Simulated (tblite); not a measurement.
Species: C₆H₉NO.
Bonds: C1–C2 (triple), C2–C3, C3–O4 (double), C3–N5, N5–C6, C6–C7, C7–C8. Hydrogens: H9 on C1; H10 on N5; H11, H12 on C6; H13, H14 on C7; H15, H16, H17 on C8.

Computed with GFN2-xTB (tblite), gas phase: Langevin dynamics at 300 K from the optimised GFN2-xTB geometry, time step 0.5 fs, friction 0.01 fs⁻¹, 2000 steps. The instantaneous temperature is 2·E(kin)/(3Nk) with all 3N coordinates.

| t (fs) | T (K) | E(pot) above start (eV) | C1≡C2 (Å) | C2–C3 (Å) | C3=O4 (Å) | C3–N5 (Å) | N5–C6 (Å) | C1–H9 (Å) | C2–C3–N5–C6 (°) |
| --- | --- | --- | --- | --- | --- | --- | --- | --- | --- |
| 0 | 259 | 0.000 | 1.199 | 1.450 | 1.212 | 1.355 | 1.443 | 1.051 | 177 |
| 25 | 164 | 0.387 | 1.189 | 1.508 | 1.212 | 1.380 | 1.408 | 1.045 | 180 |
| 50 | 240 | 0.430 | 1.206 | 1.426 | 1.213 | 1.339 | 1.449 | 1.076 | 179 |
| 75 | 224 | 0.415 | 1.218 | 1.449 | 1.207 | 1.372 | 1.458 | 1.052 | -174 |
| 100 | 269 | 0.410 | 1.186 | 1.470 | 1.228 | 1.378 | 1.476 | 1.047 | 171 |
| 125 | 246 | 0.500 | 1.209 | 1.423 | 1.221 | 1.354 | 1.415 | 1.060 | 175 |
| 150 | 200 | 0.525 | 1.212 | 1.461 | 1.224 | 1.405 | 1.450 | 1.062 | 173 |
| 175 | 316 | 0.384 | 1.189 | 1.439 | 1.211 | 1.371 | 1.507 | 1.036 | -176 |
| 200 | 243 | 0.471 | 1.191 | 1.430 | 1.198 | 1.366 | 1.496 | 1.078 | -179 |
| 225 | 229 | 0.449 | 1.224 | 1.461 | 1.205 | 1.362 | 1.452 | 1.035 | -174 |
| 250 | 195 | 0.431 | 1.199 | 1.477 | 1.221 | 1.348 | 1.419 | 1.070 | -174 |
| 275 | 179 | 0.434 | 1.181 | 1.469 | 1.224 | 1.341 | 1.422 | 1.053 | -166 |
| 300 | 244 | 0.397 | 1.228 | 1.466 | 1.194 | 1.376 | 1.430 | 1.056 | -166 |
| 325 | 251 | 0.469 | 1.208 | 1.442 | 1.209 | 1.376 | 1.453 | 1.072 | -175 |
| 350 | 230 | 0.430 | 1.202 | 1.471 | 1.219 | 1.345 | 1.473 | 1.040 | 173 |
| 375 | 188 | 0.616 | 1.174 | 1.496 | 1.201 | 1.338 | 1.452 | 1.064 | 170 |
| 400 | 296 | 0.514 | 1.223 | 1.427 | 1.208 | 1.301 | 1.437 | 1.048 | 175 |
| 425 | 300 | 0.362 | 1.209 | 1.504 | 1.195 | 1.347 | 1.445 | 1.080 | 172 |
| 450 | 238 | 0.410 | 1.195 | 1.466 | 1.205 | 1.353 | 1.449 | 1.035 | 170 |
| 475 | 206 | 0.517 | 1.217 | 1.434 | 1.221 | 1.333 | 1.456 | 1.060 | 169 |
| 500 | 264 | 0.325 | 1.183 | 1.468 | 1.232 | 1.340 | 1.445 | 1.071 | 164 |
| 525 | 301 | 0.377 | 1.192 | 1.468 | 1.194 | 1.361 | 1.447 | 1.043 | 173 |
| 550 | 287 | 0.436 | 1.224 | 1.428 | 1.217 | 1.371 | 1.462 | 1.068 | -176 |
| 575 | 260 | 0.578 | 1.209 | 1.471 | 1.236 | 1.350 | 1.441 | 1.028 | -174 |
| 600 | 276 | 0.556 | 1.194 | 1.428 | 1.198 | 1.363 | 1.428 | 1.068 | -177 |
| 625 | 287 | 0.564 | 1.198 | 1.479 | 1.216 | 1.391 | 1.465 | 1.051 | -178 |
| 650 | 336 | 0.489 | 1.187 | 1.394 | 1.225 | 1.364 | 1.450 | 1.061 | -167 |
| 675 | 332 | 0.482 | 1.231 | 1.452 | 1.190 | 1.369 | 1.458 | 1.039 | -161 |
| 700 | 184 | 0.555 | 1.197 | 1.531 | 1.218 | 1.343 | 1.433 | 1.042 | -172 |
| 725 | 271 | 0.319 | 1.198 | 1.447 | 1.220 | 1.322 | 1.476 | 1.043 | -179 |
| 750 | 206 | 0.585 | 1.203 | 1.429 | 1.211 | 1.363 | 1.503 | 1.057 | 164 |
| 775 | 246 | 0.578 | 1.202 | 1.445 | 1.200 | 1.342 | 1.451 | 1.030 | 161 |
| 800 | 213 | 0.559 | 1.198 | 1.498 | 1.196 | 1.342 | 1.439 | 1.085 | 159 |
| 825 | 323 | 0.578 | 1.207 | 1.452 | 1.205 | 1.357 | 1.434 | 1.001 | 164 |
| 850 | 302 | 0.701 | 1.204 | 1.420 | 1.272 | 1.350 | 1.433 | 1.110 | 173 |
| 875 | 391 | 0.537 | 1.204 | 1.446 | 1.212 | 1.388 | 1.440 | 0.998 | -178 |
| 900 | 361 | 0.769 | 1.204 | 1.487 | 1.160 | 1.390 | 1.445 | 1.086 | -173 |
| 925 | 346 | 0.574 | 1.201 | 1.421 | 1.233 | 1.351 | 1.436 | 1.044 | -169 |
| 950 | 254 | 0.662 | 1.192 | 1.463 | 1.257 | 1.330 | 1.465 | 1.072 | -160 |
| 975 | 331 | 0.816 | 1.197 | 1.506 | 1.189 | 1.360 | 1.482 | 1.011 | -163 |
| 1000 | 425 | 0.638 | 1.208 | 1.422 | 1.193 | 1.337 | 1.478 | 1.104 | -176 |

Question: From 500 fs on, how do temperature and potential energy compare with equipartition?

Answer: The mean temperature of these 21 frames is 295 K against the target 300 K, and the mean potential energy 0.56 eV against 45 × kT/2 = 0.58 eV for 45 classical harmonic modes. For 17 atoms in a canonical ensemble the temperature itself scatters by T·√(2/(3N)) = 59 K; here its standard deviation is 59 K. The whole run lasts only 10 friction times of 100 fs, so these averages carry a wide statistical error.

Question: What are the kinetic and total energies of the listed frame with the highest potential energy?

Answer: The one at 975 fs, 0.816 eV above the start. Its kinetic energy is 3NkT/2 = 0.727 eV at 331 K, so the sum is 1.54 eV; over the listed frames the sum runs from 0.57 to 1.57 eV, since the thermostat adds and removes energy.

Question: How much do the listed bonds fluctuate from 500 fs on?

Answer: 
| bond | at the start (Å) | mean (Å) | standard deviation (Å) |
| --- | --- | --- | --- |
| C1≡C2 | 1.199 | 1.202 | 0.011 |
| C2–C3 | 1.450 | 1.455 | 0.032 |
| C3=O4 | 1.212 | 1.213 | 0.024 |
| C3–N5 | 1.355 | 1.356 | 0.018 |
| N5–C6 | 1.443 | 1.453 | 0.019 |
| C1–H9 | 1.051 | 1.053 | 0.030 |

The motion is classical and holds no zero-point motion.

The cost below is that of the whole dynamics run. Time: 12 s of wall time; peak memory 0.18 GiB. Hardware: an Arm Neoverse V1 with one thread, shared host with 32 logical CPUs at a one-minute load of 24.
